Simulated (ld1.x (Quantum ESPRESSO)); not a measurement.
**Bi (Z = 83): TM pseudisation with PBE, scalar-relativistic reference atom.**

The input file (ld1.x (Quantum ESPRESSO) 7.5):

```
&input
   title='Bi', zed=83., rel=1, dft='PBE', iswitch=3,
   config='[Xe] 4f14 5d10 5f-2 6s2 6p3',
   nld=4, rlderiv=2.35, eminld=-4.0, emaxld=5.0, deld=0.02
 /
 &inputp
   pseudotype=2, tm=.true., lloc=3,
   nlcc=.true., rcore=1.05,
   file_pseudopw='Bi.UPF', file_wfcaegen='ae.wfc', file_wfcncgen='nc.wfc', file_beta='beta', file_chi='chi'
 /
4
6S  1  0   2.00   0.00  1.90  1.90  0.0
6P  2  1   3.00   0.00  2.15  2.15  0.0
5D  3  2  10.00   0.00  1.65  1.65  0.0
5F  4  3  -2.00   0.05  1.80  1.80  0.0
 &test
   configts(1)='5d10 6s2 6p3'
 /
```

Command:

```bash
ld1.x < Bi.in > Bi.out
```

Resulting log (shortened: banner, matrices, multipoles, cross overlaps and the repeated all-electron block are left out):

```
Program LD1 v.7.5
     --------------------------- All-electron run ----------------------------

     Bi
     scalar relativistic calculation

     atomic number is 83.00
     dft =PBE   lsd =0 sic =0 latt =0  beta=0.20 tr2=1.0E-14
     Exchange-correlation= PBE
                           (   1   4   3   4   0   0   0)
     mesh =1283 r(mesh) = 100.09897 a.u. xmin = -7.00 dx = 0.01250
     1 Ry =  13.60569312 eV, c = 137.03599908

     n l     nl                  e(Ry)          e(Ha)          e(eV)
     1 0     1S 1( 2.00)     -6665.5073     -3332.7537    -90688.8472
     2 0     2S 1( 2.00)     -1197.5885      -598.7943    -16294.0217
     2 1     2P 1( 6.00)     -1024.1629      -512.0815    -13934.4465
     3 0     3S 1( 2.00)      -289.0843      -144.5421     -3933.1922
     3 1     3P 1( 6.00)      -239.5522      -119.7761     -3259.2741
     4 0     4S 1( 2.00)       -66.3549       -33.1775      -902.8047
     4 1     4P 1( 6.00)       -50.1307       -25.0653      -682.0624
     3 2     3D 1(10.00)      -189.8837       -94.9419     -2583.5000
     5 0     5S 1( 2.00)       -11.5973        -5.7987      -157.7897
     5 1     5P 1( 6.00)        -7.0454        -3.5227       -95.8579
     4 2     4D 1(10.00)       -31.6089       -15.8044      -430.0605
     4 3     4F 1(14.00)       -11.2154        -5.6077      -152.5933
     5 2     5D 1(10.00)        -1.9905        -0.9953       -27.0822
     6 0     6S 1( 2.00)        -1.0640        -0.5320       -14.4766
     6 1     6P 1( 3.00)        -0.3359        -0.1680        -4.5707

     final scf error:  3.7E-15 reached in  29 iterations

     Etot =  -43061.551493 Ry,  -21530.775746 Ha, -585882.255012 eV

     Ekin =   48864.622193 Ry,   24432.311096 Ha,  664837.054127 eV
     Encl = -107661.855134 Ry,  -53830.927567 Ha,-1464814.162009 eV
     Eh   =   16524.784288 Ry,    8262.392144 Ha,  224831.143949 eV
     Exc  =    -789.102840 Ry,    -394.551420 Ha,  -10736.291080 eV

     normalization and overlap integrals

     s(1S/1S) =  1.000000  <r> =   0.0158  <r2> =    0.0003  r(max) =   0.0096
     s(2S/2S) =  1.000000  <r> =   0.0665  <r2> =    0.0052  r(max) =   0.0561
     s(2P/2P) =  1.000000  <r> =   0.0605  <r2> =    0.0045  r(max) =   0.0471
     s(3S/3S) =  1.000000  <r> =   0.1716  <r2> =    0.0337  r(max) =   0.1582
     s(3P/3P) =  1.000000  <r> =   0.1737  <r2> =    0.0350  r(max) =   0.1582
     s(4S/4S) =  1.000000  <r> =   0.3770  <r2> =    0.1603  r(max) =   0.3565
     s(4P/4P) =  1.000000  <r> =   0.4026  <r2> =    0.1841  r(max) =   0.3748
     s(3D/3D) =  1.000000  <r> =   0.1575  <r2> =    0.0290  r(max) =   0.1295
     s(5S/5S) =  1.000000  <r> =   0.8309  <r2> =    0.7730  r(max) =   0.7739
     s(5P/5P) =  1.000000  <r> =   0.9481  <r2> =    1.0130  r(max) =   0.8553
     s(4D/4D) =  1.000000  <r> =   0.4225  <r2> =    0.2059  r(max) =   0.3795
     s(4F/4F) =  1.000000  <r> =   0.4410  <r2> =    0.2322  r(max) =   0.3434
     s(5D/5D) =  1.000000  <r> =   1.2346  <r2> =    1.7660  r(max) =   1.0316
     s(6S/6S) =  1.000000  <r> =   2.1725  <r2> =    5.3476  r(max) =   1.8798
     s(6P/6P) =  1.000000  <r> =   3.0603  <r2> =   10.8777  r(max) =   2.4441

     ------------------------ End of All-electron run ------------------------

     --------------------- Generating NC pseudopotential ---------------------

      Generating local pot.: lloc=3, matching radius rcloc =   1.8000

      Computing core charge for nlcc:

       r > 1.06 : true rho core
       r < 1.06 : rho core = a sin(br)/r    a=  17.67  b=   2.45

      Integrated core pseudo-charge :  10.55

      Wfc   6S  rcut= 1.880  Using Troullier-Martins method

      Wfc   6P  rcut= 2.130  Using Troullier-Martins method

      Wfc   5D  rcut= 1.659  Using Troullier-Martins method

     ------------------- End of pseudopotential generation -------------------

     Computing logarithmic derivative in   2.33948
     Computing logarithmic derivative in   2.33948
     Computing the partial wave expansion
     R is outside the sphere for l=    0 j= 0.00
     R is outside the sphere for l=    1 j= 0.00
     R is outside the sphere for l=    2 j= 0.00
       no projector for channel:   3

     ---------------------- Testing the pseudopotential ----------------------

     Bi
     scalar relativistic calculation

     atomic number is 83.00   valence charge is 15.00
     dft =PBE   lsd =0 sic =0 latt =0  beta=0.20 tr2=1.0E-14
     mesh =1283 r(mesh) = 100.09897 xmin = -7.00 dx = 0.01250

     n l     nl             e AE (Ry)        e PS (Ry)    De AE-PS (Ry)
     3 2     5D   1(10.00)       -1.99050       -1.99051        0.00001
     1 0     6S   1( 2.00)       -1.06401       -1.06402        0.00001
     2 1     6P   1( 3.00)       -0.33594       -0.33594       -0.00000

     eps = 2.0E-16  iter =  6

     Etot =  -43061.551493 Ry,  -21530.775746 Ha, -585882.255012 eV
     Etotps =  -161.737796 Ry,     -80.868898 Ha,   -2200.554821 eV

     Ekin =      79.873333 Ry,      39.936667 Ha,    1086.732063 eV
     Encl =    -327.345679 Ry,    -163.672840 Ha,   -4453.764855 eV
     Ehrt =     122.879429 Ry,      61.439715 Ha,    1671.859803 eV
     Ecxc =     -40.575513 Ry,     -20.287757 Ha,    -552.057982 eV
     (Ecc =     -18.787738 Ry,      -9.393869 Ha,    -255.620204 eV)
     Epseu=       3.430634 Ry,       1.715317 Ha,      46.676151 eV

     ---------------------- End of pseudopotential test ----------------------
```

Note: ghost states, extra bound levels that the all-electron valence spectrum of the same l lacks: s at -111.5 eV, p at -29.3 eV. A true bound ghost makes a file unfit for plane-wave use.

Generation and configuration tests took about 2.9 s on one core of a shared server CPU.

Transferability test of the new file with ld1.x, input:

```
&input
   title='Bi', zed=83., rel=1, dft='PBE', iswitch=2,
   config='[Xe] 4f14 5d10 5f-2 6s2 6p3'
 /
 &test
   file_pseudo='Bi.UPF', nconf=8,
   configts(1)='5d10 6s2 6p3',
   configts(2)='5d10 6s2 6p2',
   configts(3)='5d10 6s2 6p1',
   configts(4)='5d10 6s2 6p0',
   configts(5)='5d10 6s2 6p2.5',
   configts(6)='5d10 6s1 6p3',
   configts(7)='5d9 6s2 6p4',
   configts(8)='5d10 6s1 6p0'
 /
```

```bash
ld1.x < Bi.test.in > Bi.test.out
```

Pseudopotential blocks of its output, shortened (energy terms left out; the distinct warnings before each block abridged to one line each):

```
     ---------------------- Testing the pseudopotential ----------------------

     n l     nl             e AE (Ry)        e PS (Ry)    De AE-PS (Ry)
     3 2     5D   1(10.00)       -1.99050       -1.99051        0.00001
     1 0     6S   1( 2.00)       -1.06401       -1.06402        0.00001
     2 1     6P   1( 3.00)       -0.33594       -0.33594       -0.00000

     eps = 1.2E-15  iter =  6

     Etot =  -43061.551493 Ry,  -21530.775746 Ha, -585882.255013 eV
     Etotps =  -161.737796 Ry,     -80.868898 Ha,   -2200.554819 eV

     ---------------------- End of pseudopotential test ----------------------

          ---------------------- Testing the pseudopotential ----------------------

     n l     nl             e AE (Ry)        e PS (Ry)    De AE-PS (Ry)
     3 2     5D   1(10.00)       -2.58649       -2.58490       -0.00159
     1 0     6S   1( 2.00)       -1.62502       -1.62530        0.00028
     2 1     6P   1( 2.00)       -0.84073       -0.84099        0.00025

     eps = 1.7E-15  iter = 11

     Etot =  -43060.969920 Ry,  -21530.484960 Ha, -585874.342311 eV
     Etotps =  -161.155837 Ry,     -80.577918 Ha,   -2192.636860 eV
     dEtot_ae =       0.581573 Ry
     dEtot_ps =       0.581959 Ry,   Delta E=      -0.000386 Ry

     ---------------------- End of pseudopotential test ----------------------

          ---------------------- Testing the pseudopotential ----------------------

     n l     nl             e AE (Ry)        e PS (Ry)    De AE-PS (Ry)
     3 2     5D   1(10.00)       -3.27313       -3.26744       -0.00569  !
     1 0     6S   1( 2.00)       -2.25679       -2.25725        0.00046
     2 1     6P   1( 1.00)       -1.41074       -1.41124        0.00049

     eps = 1.3E-16  iter =  9

     Etot =  -43059.849300 Ry,  -21529.924650 Ha, -585859.095501 eV
     Etotps =  -160.034287 Ry,     -80.017143 Ha,   -2177.377392 eV
     dEtot_ae =       1.702193 Ry
     dEtot_ps =       1.703509 Ry,   Delta E=      -0.001317 Ry

     ---------------------- End of pseudopotential test ----------------------

          Warning: n=2, l=1 expected 0 nodes, found 1
     ---------------------- Testing the pseudopotential ----------------------

     n l     nl             e AE (Ry)        e PS (Ry)    De AE-PS (Ry)
     3 2     5D   1(10.00)       -4.02884       -4.01571       -0.01312  !
     1 0     6S   1( 2.00)       -2.93979       -2.94004        0.00025
     2 1     6P   1( 0.00)       -2.02934       -2.02934        0.00000

     eps = 4.2E-15  iter =  7

     Etot =  -43058.133641 Ry,  -21529.066820 Ha, -585835.752762 eV
     Etotps =  -158.317293 Ry,     -79.158647 Ha,   -2154.016509 eV
     dEtot_ae =       3.417852 Ry
     dEtot_ps =       3.420503 Ry,   Delta E=      -0.002650 Ry

     ---------------------- End of pseudopotential test ----------------------

          ---------------------- Testing the pseudopotential ----------------------

     n l     nl             e AE (Ry)        e PS (Ry)    De AE-PS (Ry)
     3 2     5D   1(10.00)       -2.27515       -2.27461       -0.00053
     1 0     6S   1( 2.00)       -1.33379       -1.33392        0.00013
     2 1     6P   1( 2.50)       -0.57861       -0.57872        0.00011

     eps = 1.1E-15  iter =  9

     Etot =  -43061.323869 Ry,  -21530.661935 Ha, -585879.158035 eV
     Etotps =  -161.510036 Ry,     -80.755018 Ha,   -2197.455980 eV
     dEtot_ae =       0.227624 Ry
     dEtot_ps =       0.227760 Ry,   Delta E=      -0.000137 Ry

     ---------------------- End of pseudopotential test ----------------------

          ---------------------- Testing the pseudopotential ----------------------

     n l     nl             e AE (Ry)        e PS (Ry)    De AE-PS (Ry)
     3 2     5D   1(10.00)       -2.70890       -2.71061        0.00171
     1 0     6S   1( 1.00)       -1.70451       -1.70607        0.00156
     2 1     6P   1( 3.00)       -0.89849       -0.89883        0.00034

     eps = 4.8E-15  iter = 11

     Etot =  -43060.174780 Ry,  -21530.087390 Ha, -585863.523873 eV
     Etotps =  -160.359953 Ry,     -80.179977 Ha,   -2181.808315 eV
     dEtot_ae =       1.376713 Ry
     dEtot_ps =       1.377843 Ry,   Delta E=      -0.001129 Ry

     ---------------------- End of pseudopotential test ----------------------

          BEWARE! Errors in PS-KS equations
     Warning: n=1, l=0 expected 0 nodes, found 2
     Warning: n=3, l=2 expected 0 nodes, found 1
     ---------------------- Testing the pseudopotential ----------------------

     n l     nl             e AE (Ry)        e PS (Ry)    De AE-PS (Ry)
     3 2     5D   1( 9.00)       -2.31446       -0.02392       -2.29053  !
     1 0     6S   1( 2.00)       -1.20696       -0.00424       -1.20272  !
     2 1     6P   1( 4.00)       -0.40992       -0.00000       -0.40992  !

     eps = 6.5E-16  iter =124

     Etot =  -43059.772286 Ry,  -21529.886143 Ha, -585858.047668 eV
     Etotps =   -19.011520 Ry,      -9.505760 Ha,    -258.664910 eV
     dEtot_ae =       1.779207 Ry
     dEtot_ps =     142.726276 Ry,   Delta E=    -140.947069 Ry

     ---------------------- End of pseudopotential test ----------------------

          ---------------------- Testing the pseudopotential ----------------------

     n l     nl             e AE (Ry)        e PS (Ry)    De AE-PS (Ry)
     3 2     5D   1(10.00)       -4.95803       -4.93959       -0.01844  !
     1 0     6S   1( 1.00)       -3.74284       -3.74454        0.00170
     2 1     6P   1( 0.00)       -2.75312       -2.75312        0.00000

     eps = 2.1E-16  iter =  7

     Etot =  -43054.796417 Ry,  -21527.398209 Ha, -585790.347524 eV
     Etotps =  -154.977877 Ry,     -77.488939 Ha,   -2108.581440 eV
     dEtot_ae =       6.755076 Ry
     dEtot_ps =       6.759919 Ry,   Delta E=      -0.004843 Ry

     ---------------------- End of pseudopotential test ----------------------
```
